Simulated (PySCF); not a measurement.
## Excitation energy of Cl²⁺ by level of theory

Cl²⁺ [Ne] 3s2 3p3 (4S) → Cl²⁺ [Ne] 3s1 3p3 4s1 (6S), as a difference of total energies. Calculation: PySCF 2.14, in aug-cc-pwCVDZ; no relativity, point nucleus. Correlated levels: nothing frozen. The calculations carry no spin-orbit coupling.

```
                 method  excitation energy (eV)
                    UHF                  28.079
    MP2 (all electrons)                  29.571
SCS-MP2 (all electrons)                  29.987
   CCSD (all electrons)                  29.791
CCSD(T) (all electrons)                  29.829
```

How much does correlation contribute at CCSD(T) (all electrons)?

29.829 − (28.079) = 1.750 eV, measured against UHF.

The promoted electron is Rydberg-like, and one or two diffuse shells describe it only roughly, which tends to raise the upper state.
